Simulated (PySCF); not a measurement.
C3H7BO, SMILES OB1CCC1.

Geometry: PBE0-D3(BJ)/def2-SVP. The values are those of a single conformer.

Computed with TDA-M06-2X/def2-SVPD (PySCF).

Vertical excitations. The molecule is in vacuum.

### Question
Estimate the UV-visible absorptions. (An estimate is asked for; the answer gives what the named calculation found.)

### Answer

| state | energy (eV) | λ (nm) | f | main pairs |
|---|---|---|---|---|
| S1 | 6.32 | 196 | 0.000 | HOMO→LUMO+1 69 %, HOMO→LUMO+2 25 % |
| S2 | 7.01 | 177 | 0.018 | HOMO→LUMO 94 % |
| S3 | 7.31 | 170 | 0.019 | HOMO−1→LUMO+1 75 %, HOMO−1→LUMO+2 17 % |
| S4 | 7.77 | 160 | 0.050 | HOMO−1→LUMO 79 % |
| S5 | 8.08 | 153 | 0.021 | HOMO→LUMO+2 57 %, HOMO→LUMO+1 24 % |
| S6 | 8.30 | 149 | 0.004 | HOMO−3→LUMO+1 73 %, HOMO−3→LUMO+2 15 % |
| S7 | 8.52 | 146 | 0.029 | HOMO−1→LUMO+2 45 %, HOMO−2→LUMO 15 %, HOMO−1→LUMO+1 15 % |
| S8 | 8.57 | 145 | 0.013 | HOMO−2→LUMO 42 %, HOMO→LUMO+3 17 %, HOMO−2→LUMO+1 15 %, HOMO−1→LUMO+2 9 % |
| S9 | 8.68 | 143 | 0.003 | HOMO−3→LUMO 40 %, HOMO→LUMO+3 37 % |
| S10 | 8.70 | 142 | 0.023 | HOMO−3→LUMO 29 %, HOMO→LUMO+3 28 %, HOMO→LUMO+4 9 %, HOMO−1→LUMO+2 8 % |
| T1 | 5.91 | 210 | 0 | HOMO→LUMO+1 67 %, HOMO→LUMO+2 27 % |
| T2 | 6.66 | 186 | 0 | HOMO−1→LUMO+1 70 %, HOMO−1→LUMO+2 23 % |
| T3 | 6.89 | 180 | 0 | HOMO→LUMO 92 % |
| T4 | 7.64 | 162 | 0 | HOMO−1→LUMO 80 % |
Triplets are in the Tamm–Dancoff approximation.
